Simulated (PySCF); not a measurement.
Computed Raman spectrum (relative Raman activity) of a molecule C4H4Cl2. Coordinates come from a B3LYP-D3(BJ)/def2-SVP optimisation. The values are those of a single conformer. Level of theory: B3LYP-D3(BJ)/def2-SVP (PySCF 2.14.0). Frequencies are harmonic and unscaled.

```csv
ν (cm⁻¹),relative intensity
526,4.0
899,3.8
1078,2.6
1147,2.5
1196,3.2
1445,10
1465,7.3
1701,12
3052,37
3056,100
3110,38
3118,41
```

Q: Identify the compound among the candidates.
A. CC(Cl)=C=CCl
B. ClC1=C(Cl)CC1
C. C=C=C(Cl)CCl
D. ClC=C=CCCl

A: B, ClC1=C(Cl)CC1
